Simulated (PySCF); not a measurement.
A species of formula C7H7ClO2S has this rotational fingerprint, computed with PBE0/pcSseg-1 in PySCF (dipole) on a GFN2-xTB geometry, gas phase:

| Quantity | Value |
| --- | --- |
| Rotational constants | A = 1479, B = 687.8, C = 586.4 MHz |
| Dipole components | \|μa\| = 4.67 D, \|μb\| = 1.28 D, \|μc\| = 1.20 D |
| Inertial defect | -214.46 u·Å² |
| κ | -0.77 |

Question: Which candidate fits, each taken in the one conformer that was computed?
A. `[CH3:1][S:2](=[O:3])(=[O:4])[c:5]1[cH:6][cH:7][c:8]([Cl:9])[cH:10][cH:11]1` with C1–S2–C5–C6 -89°
B. `[CH3:1][c:2]1[cH:3][cH:4][cH:5][c:6]([S:7](=[O:8])(=[O:9])[Cl:10])[cH:11]1` with C5–C6–S7–O8 -157°
C. `[O:1]=[S:2](=[O:3])([Cl:4])[CH2:5][c:6]1[cH:7][cH:8][cH:9][cH:10][cH:11]1` with O1–S2–C5–C6 -67°, S2–C5–C6–C7 87° (phenylmethanesulfonyl chloride)
D. `[CH3:1][c:2]1[cH:3][cH:4][cH:5][cH:6][c:7]1[S:8](=[O:9])(=[O:10])[Cl:11]` with C6–C7–S8–O9 135°

Answer: D. It is Cc1ccccc1S(=O)(=O)Cl, an asymmetric top, point group C1. The candidates at the same level (rigid rotor, commonest isotopes):

```json
{"SMILES": "CS(=O)(=O)c1ccc(Cl)cc1", "A (MHz)": "2535", "B (MHz)": "399.1", "C (MHz)": "375.9", "μa (D)": "2.03", "μb (D)": "0.00", "μc (D)": "3.56", "Δ (u·Å²)": "-121.28", "point group": "Cs", "rotor": "near-prolate asymmetric top"}
{"SMILES": "O=S(=O)(Cl)Cc1ccccc1", "A (MHz)": "2323", "B (MHz)": "493.7", "C (MHz)": "467.5", "μa (D)": "2.52", "μb (D)": "0.00", "μc (D)": "3.09", "Δ (u·Å²)": "-160.25", "point group": "Cs", "rotor": "near-prolate asymmetric top"}
{"SMILES": "Cc1ccccc1S(=O)(=O)Cl", "A (MHz)": "1479", "B (MHz)": "687.8", "C (MHz)": "586.4", "μa (D)": "4.67", "μb (D)": "1.28", "μc (D)": "1.20", "Δ (u·Å²)": "-214.46", "point group": "C1", "rotor": "asymmetric top"}
{"SMILES": "Cc1cccc(S(=O)(=O)Cl)c1", "A (MHz)": "1554", "B (MHz)": "558.0", "C (MHz)": "510.6", "μa (D)": "5.49", "μb (D)": "0.44", "μc (D)": "1.37", "Δ (u·Å²)": "-241.18", "point group": "C1", "rotor": "near-prolate asymmetric top"}
```

`Cc1cccc(S(=O)(=O)Cl)c1` has B 19 % too low; `O=S(=O)(Cl)Cc1ccccc1` has A 57 % too high; `CS(=O)(=O)c1ccc(Cl)cc1` has A 71 % too high. No structure here is proved a minimum.
